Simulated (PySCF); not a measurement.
C2H9BS, singlet, CAM-B3LYP/def2-SVP optimised geometry.

```
13

B     -0.35     0.92     0.00
H     -0.87     0.13     0.77
H      0.87     0.92     0.00
H     -0.87     2.02     0.00
C      0.08    -1.34    -1.87
S     -0.85     0.20    -1.76
C      0.08     1.23    -2.91
H      1.13    -1.15    -1.61
H     -0.02    -1.76    -2.87
H     -0.36    -2.02    -1.13
H      1.13     1.28    -2.60
H     -0.36     2.24    -2.86
H     -0.02     0.83    -3.93
```

Density from CAM-B3LYP/def2-TZVP (PySCF) at that geometry.

Minimum of the electron density along straight lines between bonded atoms, close to the bond critical point (lines longer than 1.1 times the sum of covalent radii, or with two minima, are not listed):

| bond | length / Å | ρ at the minimum / e bohr⁻³ | ∇²ρ there / e bohr⁻⁵ | position (fraction from the first atom) |
|---|---|---|---|---|
| B1–H2 | 1.217 | 0.168 | -0.26 | 0.43 |
| B1–H3 | 1.220 | 0.167 | -0.25 | 0.43 |
| B1–H4 | 1.217 | 0.168 | -0.26 | 0.43 |
| B1–S6 | 1.962 | 0.097 | 0.09 | 0.29 |
| C5–S6 | 1.802 | 0.191 | -0.35 | 0.47 |
| S6–C7 | 1.802 | 0.191 | -0.35 | 0.54 |
| C5–H8 | 1.098 | 0.277 | -0.95 | 0.65 |
| C5–H9 | 1.098 | 0.276 | -0.95 | 0.65 |
| C5–H10 | 1.097 | 0.277 | -0.96 | 0.65 |
| C7–H11 | 1.098 | 0.277 | -0.95 | 0.65 |
| C7–H12 | 1.097 | 0.277 | -0.96 | 0.65 |
| C7–H13 | 1.098 | 0.276 | -0.95 | 0.65 |
